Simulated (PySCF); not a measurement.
## Working out the ionisation energy of Xe²⁺

Xe²⁺ [Kr] 4d10 5s2 5p4 (3P) → Xe³⁺ [Kr] 4d10 5s2 5p3 (4S). All numbers are calculated (PySCF 2.14, scalar relativity by spin-free X2C-1e, in ANO-RCC-VTZP). Frozen: [Kr] 4d10. Energies in hartree (1 hartree = 27.21139 eV):

```tsv
part	Xe²⁺ (lower)	Xe³⁺ (upper)
UHF	-7442.060031	-7440.979998
CCSD correlation	-0.110695	-0.080290
(T)	-0.002921	-0.002026
```

Problem. What does Hartree-Fock give?

Solution. (-7440.979998) − (-7442.060031) = 1.080033 hartree = 29.389 eV.

Problem. What do CCSD and CCSD(T) give?

Solution. The CCSD correlation energies differ by 0.030405 hartree = 0.827 eV and the triples by 0.000895 hartree = 0.024 eV, so CCSD gives 30.216 eV and CCSD(T) 30.240 eV.

A first-order spin-orbit estimate adds 0.445 eV to CCSD(T) (valence), giving 30.685 eV against 31.05 ± 0.04 eV (semi-empirical (NIST evaluation); NIST Atomic Spectra Database, ionization energies).

What remains against the reference includes basis incompleteness, the frozen core and higher excitations.
